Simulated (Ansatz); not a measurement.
**Question.** Name a neutral molecule of B, C, Cl, N, O and H with HOMO energy (PBE0/def2-TZVPP) between -7.85 and -7.55 eV and HOMO–LUMO gap (PBE0/def2-TZVPP) between 5.70 and 6.00 eV (Ansatz, PBE0-D4/def2-TZVP geometry).

**Answer.** `N=CB(O)Cl` (-7.66 eV, 5.74 eV). Other molecules can fit too; these were computed, each in one conformer that needn't be the lowest.
